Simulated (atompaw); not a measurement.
**What one change does to a pseudopotential (zirconium, PAW (atompaw))**

| Item | Value |
| --- | --- |
| Element | zirconium |
| Generator | atompaw 4.2.0.5 |
| Type | PAW |
| Functional | LDA (PW92) |
| Relativity | scalar-relativistic |
| Frozen core | [Ar] 3d10 |
| Valence charge | 12 |
| Reference configuration | 4s2 4p6 4d2 5s2 5p0 |
| Partial waves | 4s (bound): rc 1.35 bohr; 5s (bound): rc 2.60 bohr; 4p (bound): rc 2.40 bohr; 5p (bound, empty): rc 2.60 bohr; 4d (bound): rc 2.60 bohr; 4d channel at 0.4 Ry: rc 2.60 bohr; 4f channel at 0.25 Ry: rc 2.60 bohr; 4f channel at 1.65 Ry: rc 2.35 bohr |
| Local potential | troulliermartins scheme with l = 4 at 0 Ry, radius 2.15 bohr |
| Core correction | smooth core density matched at 2.40 bohr |
| Augmentation charge | sinc compensation charge, radius 2.40 bohr; PAW radius 2.60 bohr; waves and projectors: custom polynom2 7 10 vanderbiltortho |

Change: waves 4s (bound); 5s (bound); 4p (bound); 5p (bound); 4d (bound); 4d channel at 0.4 Ry; 4f channel at 0.25 Ry; 4f channel at 1.65 Ry; augmentation sinc compensation charge, radius 2.40 bohr; PAW radius 2.60 bohr; waves and projectors: bloechl.

Cutoffs: the cutoffs (Ry, on a coarse ladder) from which the occupation-weighted sum of valence levels, in a spherical-Bessel basis at the reference potential, stays within 10 and 1 mRy of its value at 400 Ry; they do not see the model core or the augmentation charge, which bear on the density cutoff.

Q: What does the change do?

A: The potential gets softer (30 Ry and 60 Ry → 30 Ry and 45 Ry); the range in which the s phases agree widens (upper end 0.4 → 3.4); the range in which the p phases agree widens (upper end 0.8 → at the end of the scan); neither file shows a bound ghost.

```csv
quantity,base,changed
"cutoff, loose",30 Ry,30 Ry
"cutoff, tight",60 Ry,45 Ry
loose cutoff by channel (10 mRy a level),"s 10 Ry, p 15 Ry, d 15 Ry","s 15 Ry, p 21 Ry, d 21 Ry"
bound ghosts,none,none
s: phases at 2.61 bohr within 0.05 rad from the reference energy up to (Ry; the scan ends near 5),0.4,3.4
p: phases at 2.61 bohr within 0.05 rad from the reference energy up to (Ry; the scan ends near 5),0.8,to the end of the scan
d: phases at 2.61 bohr within 0.05 rad from the reference energy up to (Ry; the scan ends near 5),2.6,to the end of the scan
f: phases at 2.61 bohr within 0.05 rad from the reference energy up to (Ry; the scan ends near 5),3.4,3.0
lowest overlap eigenvalue by channel,"s 0.38, p 0.69, d 0.93, f 0.93","s 0.49, p 0.82, d 0.99, f 0.06"
```

 The cutoffs see the waves, projectors and local potential, not the compensation charge or the core.
